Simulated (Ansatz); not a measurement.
Reaction (atomization): `O[SiH2]/N=C/F` → C• + F• + 4 H• + N• + O• + Si•

Gas-phase electronic energies from Ansatz, PBE0-D4/def2-TZVP geometries. CBS: MP2 limit from def2 TZ/QZ plus the TZ coupled-cluster correction, frozen cores. This one scheme is used for every species, atoms too. Open shells (•) are unrestricted, without spin–orbit coupling. Spin–orbit coupling would lower the free atoms: a little for C, F, O, Si. One conformer a species, not always the lowest.

```
        species  CCSD(T)/CBS(def2) energy (Eh)
`O[SiH2]/N=C/F`                     -559.25505
             C•                      -37.79194
             F•                      -99.66871
             H•                       -0.50000
             N•                      -54.53257
             O•                      -75.00631
            Si•                     -288.94402
```

(1) Work out ΔE.

Largest T1 diagnostic among the species: 0.013.

Answers

(1) ΔE = 4 × (-0.50000) + (-37.79194) + (-99.66871) + (-54.53257) + (-75.00631) + (-288.94402) − (-559.25505) = 1.31150 Eh = +823.0 kcal/mol.

From BLYP to BHLYP (50 % exact exchange), in def2-TZVPP and without D4, ΔE moves by −37.0 kcal/mol: exact exchange takes away binding that semilocal exchange gives to molecules. At CCSD(T), def2-SVP lies −63.6 kcal/mol from the extrapolated value and def2-TZVPP −26.5 kcal/mol: correlation converges slowly with the basis, and small sets miss more of it in the bonded molecule than in its fragments. The D4 term adds +6.1 kcal/mol with B3LYP and +3.2 kcal/mol with PBE0; it sums over pairs of atoms, weighted by their polarisabilities, and B3LYP, whose exchange is more repulsive, gets the larger term.

B3LYP here is the variant with VWN-RPA as its local correlation; programs differ in this.

For atomizations the MP2-based limit and the directly extrapolated one differ by several kJ/mol either way, and by 10 to 25 for some Ge, Se and Sn compounds, so smaller differences from it don't rank the levels.
